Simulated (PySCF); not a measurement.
Compound: C₄H₇NSi.
SMILES: `[SiH3]n1cccc1`

The closed-shell ground state was solved at several levels (PySCF, density fitting, gas phase, non-relativistic). Geometry: PBE0-D3(BJ)/def2-SVP; no solvent, vibrations or thermal averaging.

```json
{"level": "PBE0/pcSseg-1", "basis functions": "144", "HOMO (eV)": "-6.23", "LUMO (eV)": "0.28", "gap (eV)": "6.51", "dipole (D)": "1.44"}
{"level": "KT2/pcSseg-2", "basis functions": "321", "HOMO (eV)": "-5.24", "LUMO (eV)": "-0.89", "gap (eV)": "4.35", "dipole (D)": "1.32"}
```

Q: Estimate the row for PBE0/def2-SVPD, a basis of 180 functions; the other rows only guide the guess.

A: HOMO -6.27 eV, LUMO 0.15 eV, gap 6.42 eV, dipole 1.33 D.

Q: Over all these levels, which gives the widest orbital gap and which the narrowest?

A: PBE0/pcSseg-1 (global hybrid, 25 % exact exchange) has the widest, 6.51 eV, and KT2/pcSseg-2 (GGA) the narrowest, 4.35 eV. Functional and basis both differ between the two, so the spread mixes both effects.

Q: How far do the dipole and the HOMO energy spread over the levels?

A: The dipole runs from 1.32 to 1.44 D (mean 1.37 D) and the HOMO from -6.27 to -5.24 eV.
